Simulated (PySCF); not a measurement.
Species: CH7O2Si3 (doublet state).
SMILES with atom numbers: `[O:1]=[CH:2][Si@@H:3]([SiH2:4])[O:5][SiH3:6]` (hydrogens: H7 on C2; H8 on Si3; H9, H10 on Si4; H11, H12, H13 on Si6)

Structure used (GFN2-xTB), in Å, numbered top down from 1:
```xyz
13
CH7O2Si3 angstrom
O     -0.0009    3.0491   -1.2073
C      0.4366    1.9637   -0.8790
Si    -0.3658    0.8455    0.4301
Si    -2.3241    0.0143   -0.3947
O      0.6594   -0.4001    0.6374
Si     1.4638   -1.7905    0.8082
H      1.2750    1.5202   -1.4618
H     -0.4627    1.5073    1.7360
H     -3.3247    0.9103   -0.9834
H     -2.3576   -1.1824   -1.2512
H      0.5406   -2.8538    0.4119
H      1.8367   -1.8761    2.2170
H      2.6194   -1.7071   -0.0809
```

The hyperfine couplings belong to this conformer and change with its torsions.

The calculation used UKS B3LYP, pcH-1 on C H O Si, non-relativistic, mean-field spin-orbit, GIAO (PySCF 2.14.0). The structure is a single GFN2-xTB conformer in the gas phase; no vibrational or solvent corrections. GFN2-xTB frequencies show an imaginary mode (32i cm⁻¹), so this geometry is no minimum at that level. A GFN2-xTB geometry isn't a minimum of the functional, and hyperfine couplings can be far from their values at a DFT geometry, by a factor of two or more for some ions and for spin on atoms past the first row. No stability test was run, so a lower SCF solution isn't excluded.

Q: What is the g tensor, term by term?

A: 
```tsv
Δg (ppm)	1	2	3
relativistic mass correction	-128	-128	-128
gauge correction	2	43	42
orbital Zeeman/spin–orbit	84	2543	4569
total	-42	2458	4483
```

So g = 2.00228, 2.00478, 2.00680 and g_iso = 2.00462; the tensor is rhombic: the two nearest values differ by 45 % of g3 − g1. Axes: g2 points within 6° of the Si3–Si4 bond.

Q: At 33.807 GHz, how far is the centre of the isotropic spectrum from where a free electron (g = 2.002319) resonates?

A: B = hν/(g μB) with μB/h = 13.99624 MHz/mT gives 1206.32 mT for the free electron and 1204.93 mT at g_iso, 1.38 mT lower.

Q: Average each term over the three axes. Which is largest in size?

A: The orbital-Zeeman/spin–orbit term 2399, the mass correction -128 and the gauge correction 29 ppm, for a total of 2299 ppm. The orbital-Zeeman/spin–orbit term is the largest in size. The mass correction is the same along every axis, so the anisotropy comes from the other two: their spans along these axes are 42 (gauge) and 4484 ppm (orbital Zeeman/spin–orbit).

Q: What are the electron Larmor frequencies g μB B/h along the three axes at 3350 mT?

A: 93.8816, 93.9988, 94.0938 GHz for g1, g2 and g3, a range of 212.2 MHz.

Q: In a frozen sample, at which fields do the three g values resonate at 9.5, 34, 94 and 263 GHz (hyperfine left aside), and which band first spreads them over more than twice a line width of 0.3 mT?

A: 
| band | GHz | B(g3) mT | B(g2) mT | B(g1) mT | spread mT |
| --- | --- | --- | --- | --- | --- |
| X | 9.5 | 338.23 | 338.57 | 338.99 | 0.76 |
| Q | 34.0 | 1210.49 | 1211.72 | 1213.23 | 2.74 |
| W | 94.0 | 3346.66 | 3350.04 | 3354.22 | 7.56 |
| J | 263.0 | 9363.53 | 9372.99 | 9384.69 | 21.16 |

The spread grows in proportion to the frequency. X band is the first where it exceeds 0.6 mT.

The largest Mulliken spin population is on Si4 (+0.97). The angles at Si4 add up to 346.6°, so it is slightly pyramidal.

The HOMO–LUMO gaps are 3.96 eV among the α and 3.56 eV among the β orbitals.
